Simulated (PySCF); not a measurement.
## Radial density of Pd⁻ (palladium, charge -1)

PBEsol, [Kr] 4d10 5s1, 2S determinant. All numbers are calculated (PySCF 2.14, a scalar-relativistic core potential, in aug-cc-pVTZ-PP with ECP28MDF (6s6p5d3f2g, 88 functions)). This is the valence pseudo-density: the core potential removes the inner electrons and smooths the orbitals near the nucleus.

```
r (bohr)  4πr²ρ (e/bohr)  4πr²(ρα − ρβ)
  0.0171       1.362e-05         0.0000
  0.0288       3.418e-05         0.0000
  0.0485       7.759e-05         0.0000
  0.0815       0.0002479         0.0000
   0.137        0.002255         0.0000
   0.231         0.03393        -0.0002
   0.388          0.7877        -0.0012
   0.652           9.899        -0.0120
    1.10           15.23        -0.1065
    1.85           4.593         0.1240
    3.10           1.010         0.2773
    5.22          0.2099         0.1294
    8.78         0.03544         0.0303
    14.8        0.001215         0.0012
```

Energies and moments cover only the electrons outside the core potential. At PBEsol the highest occupied level has a positive energy, so only the finite basis holds that electron; in a semilocal or global hybrid functional this comes from self-interaction and does not mean that the real anion is unbound.

Q: Where is the radial spin density 4πr²(ρα − ρβ) most negative, and why is it negative at all?

A: Around r = 1.10 bohr, down to -0.1065 e/bohr: exchange with the open shell polarises the paired shells in an unrestricted calculation.
